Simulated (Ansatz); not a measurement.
Consider the redistribution: `O[SiH2]OP` + `[O]=[Mo]([F])([F])=[S]` → `F[SiH2]OP` + `[O]=[Mo]([OH])([F])=[S]`.

Computed with Ansatz on PBE0-D4/def2-TZVP structures; ΔE is electronic, products minus reactants. CCSD(T)/CBS is the MP2 limit (def2-TZVPP, def2-QZVPP) plus CCSD(T) − MP2 in def2-TZVPP, frozen cores. DFT in def2-TZVPP. Elements past krypton have def2 core potentials. For Mo outer-core shells are correlated without core-valence functions, which leaves a few kJ/mol of doubt a bond. One conformer a species, not always the lowest.

```tsv
level	ΔE (kJ/mol)
revPBE-D4	-17.8
r2SCAN-D4	-20.2
B97M-V	-19.5
CAM-B3LYP-D4	-23.4
PBE-QIDH	-24.0
r2SCANh	-21.6
RPA@PBE/def2-TZVPP	-25.0
CCSD(T)/def2-SVP	-26.5
```

(1) What does CCSD(T)/CBS give? (An estimate is asked.)

(2) What do rigid-rotor, harmonic-oscillator terms from PBE0-D4/def2-TZVP frequencies (298.15 K, 1 bar) make of the CCSD(T)/CBS value? (An estimate is asked.)

Largest T1 diagnostic among the species: 0.025, so the coupled-cluster value is less sure than usual.

Results:

(1) Computed: -26.6 kJ/mol. The listed levels differ from it by 8.8, 6.4, 7.1, 3.2, 2.6, 5.0, 1.6, 0.1 kJ/mol.

(2) The calculation gave: ΔZPE = -0.6 kJ/mol, ΔH = -27.3 kJ/mol, ΔS = -3 J/(mol·K), ΔG = -26.4 kJ/mol. Modes under 50 cm⁻¹ make the entropy rough.

From r2SCAN to r2SCAN0 (25 % exact exchange), in def2-TZVPP and without D4, ΔE moves by −3.0 kJ/mol. Leaving LDA and LC-ωPBE aside and taking each functional with its dispersion term where it has one, the values, not all of them listed here, spread over 8.8 kJ/mol, from BHLYP-D4 to revPBE-D4.
